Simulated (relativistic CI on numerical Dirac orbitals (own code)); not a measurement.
# Ligand-field terms of d6

Computed with a parametric ligand-field model of a d^n configuration (Racah B and C, spin-orbit zeta, crystal field), exact diagonalisation.

Field parameters in Wybourne normalisation: Td as Oh with Dq negative (B⁴₀ = 21Dq, B⁴₄ = √(5/14) B⁴₀). The field is a parameter set, without covalency.

Problem. Ground term and bands for B = 770, C = 3200, ζ = 0 cm⁻¹, Td, 10Dq = -4240 cm⁻¹?

Solution. Ground term 5E with 3.00 electrons in the two orbitals of the cubic e set. Spin-allowed: 5T2 4240 cm⁻¹ (2358 nm). Lowest spin-forbidden: 3T1 13721 cm⁻¹ (729 nm), 3E 16355 cm⁻¹ (611 nm), 3T1 17421 cm⁻¹ (574 nm).

Problem. Ground term and bands for B = 770, C = 3200, ζ = 0 cm⁻¹, Td, 10Dq = -11160 cm⁻¹?

Solution. Ground term 5E with 3.00 electrons in the two orbitals of the cubic e set. Spin-allowed: 5T2 11160 cm⁻¹ (896 nm). Lowest spin-forbidden: 3T1 7704 cm⁻¹ (1298 nm), 1T2 16358 cm⁻¹ (611 nm), 3E 16579 cm⁻¹ (603 nm).

Problem. Ground term and bands for B = 770, C = 3200, ζ = 0 cm⁻¹, Td, 10Dq = -8390 cm⁻¹?

Solution. Ground term 5E with 3.00 electrons in the two orbitals of the cubic e set. Spin-allowed: 5T2 8390 cm⁻¹ (1192 nm). Lowest spin-forbidden: 3T1 10211 cm⁻¹ (979 nm), 3E 16520 cm⁻¹ (605 nm), 3T1 17451 cm⁻¹ (573 nm).

Problem. Ground term and bands for B = 770, C = 3200, ζ = 0 cm⁻¹, Td, 10Dq = -3540 cm⁻¹?

Solution. Ground term 5E with 3.00 electrons in the two orbitals of the cubic e set. Spin-allowed: 5T2 3540 cm⁻¹ (2825 nm). Lowest spin-forbidden: 3T1 14252 cm⁻¹ (702 nm), 3E 16310 cm⁻¹ (613 nm), 3T1 17407 cm⁻¹ (574 nm).

Problem. Ground term and bands for B = 770, C = 3200, ζ = 0 cm⁻¹, Td, 10Dq = -4930 cm⁻¹?

Solution. Ground term 5E with 3.00 electrons in the two orbitals of the cubic e set. Spin-allowed: 5T2 4930 cm⁻¹ (2028 nm). Lowest spin-forbidden: 3T1 13172 cm⁻¹ (759 nm), 3E 16393 cm⁻¹ (610 nm), 3T1 17429 cm⁻¹ (574 nm).
